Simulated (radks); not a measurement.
Question: Mn4+, configuration [Ar] 3d3 (the NIST ground configuration). All-electron calculation, Dirac Kohn-Sham, PBEsol, spin-unpolarised, spherical densities, point nucleus; open shells are shared between the two j in proportion to 2j + 1; speed of light set to 102.777 atomic units (0.75 times the physical value, a model run). Program: a radial shooting solver on a logarithmic mesh with Libxc functionals. Some entries of the table are withheld. Estimate them.

orbital,occ.,eigenvalue (eV),<r^2> (bohr^2),r(max) (bohr)
1s1/2,2,-6523.715,0.004921,0.03937
2s1/2,2,-811.7334,0.09077,0.2307
2p1/2,2,-703.5712,0.07271,(1)
2p3/2,4,-684.7971,0.07566,(2)
3s1/2,2,(3),0.7878,0.7252
3p1/2,2,-112.3660,(4),0.7324
3p3/2,4,-109.9026,(5),0.7442
3d3/2,1.2,-60.6092,(6),(7)
3d5/2,1.8,-60.3262,(8),(9)

Answer: 
(1) 2p1/2 r(max) (bohr): 0.1846
(2) 2p3/2 r(max) (bohr): 0.1890
(3) 3s1/2 eigenvalue (eV): -143.5976
(4) 3p1/2 <r^2> (bohr^2): 0.8647
(5) 3p3/2 <r^2> (bohr^2): 0.8923
(6) 3d3/2 <r^2> (bohr^2): 1.148
(7) 3d3/2 r(max) (bohr): 0.7167
(8) 3d5/2 <r^2> (bohr^2): 1.159
(9) 3d5/2 r(max) (bohr): 0.7201
